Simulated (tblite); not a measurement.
C7H14N (charge +1).
Atom-mapped SMILES: `[CH3:1][C:2]#[N+:3][CH2:4][C:5]([CH3:6])([CH3:7])[CH3:8]` (hydrogens: H9, H10, H11 on C1; H12, H13 on C4; H14, H15, H16 on C6; H17, H18, H19 on C7; H20, H21, H22 on C8)

Geometry (GFN2-xTB, Å), atoms numbered from 1 in this order:
```xyz
22
C7H14N angstrom
C      3.6198   -0.0916    0.2576
C      2.3356   -0.0360   -0.3089
N      1.2991    0.0108   -0.8065
C      0.0122    0.0614   -1.2928
C     -1.0642    0.0265   -0.1676
C     -0.9422   -1.2750    0.6216
C     -0.8903    1.2350    0.7496
C     -2.4198    0.0902   -0.8704
H      3.5577    0.0196    1.3428
H      4.0885   -1.0514    0.0273
H      4.2408    0.7126   -0.1447
H     -0.1260   -0.7935   -1.9616
H     -0.0898    0.9843   -1.8717
H     -0.0005   -1.3296    1.1642
H     -1.0188   -2.1397   -0.0333
H     -1.7472   -1.3370    1.3479
H     -0.9291    2.1639    0.1856
H      0.0516    1.1947    1.2932
H     -1.6942    1.2563    1.4796
H     -3.2149    0.0684   -0.1307
H     -2.5574   -0.7577   -1.5368
H     -2.5213    1.0070   -1.4457
```

Method: GFN2-xTB as coded in tblite; computed harmonic values from a numerical Hessian at the method's own geometry, unscaled. Against measured fundamentals such values can be off by several per cent, at times by over 20. The optimisation stopped once no atom felt more than 0.01 eV/Å.

Lowest wavenumbers of the output (negative numbers stand for imaginary wavenumbers):
```
mode    cm-1
  1     -25.8
  2      45.2
  3      82.0
  4     169.8
  5     214.9
  6     229.5
  7     244.4
  8     250.6
  9     300.1
 10     319.8
 11     333.7
 12     357.6
 13     398.4
 14     410.7
 15     499.8
```

Question: Is this structure a minimum?

Answer: Not by this Hessian. 1 mode is imaginary beyond 20i (26i cm⁻¹), so at this level the point lies at or near a first-order saddle. The curvature is small, so loose convergence or finite differences may be the whole cause.

Question: Which atoms move in the imaginary mode?

Answer: 26i: H11 (methyl hydrogen) 33 %, H10 (methyl hydrogen) 33 %, H9 (methyl hydrogen) 32 %. These are shares of the mass-weighted motion.

Question: What is the remedy?

Answer: Step along that mode in both directions, optimise again with tighter thresholds and repeat the frequencies. The zero-point energy of this point (121.4 kcal/mol) counts the 59 real modes alone, and thermal corrections from it aren't those of a minimum.
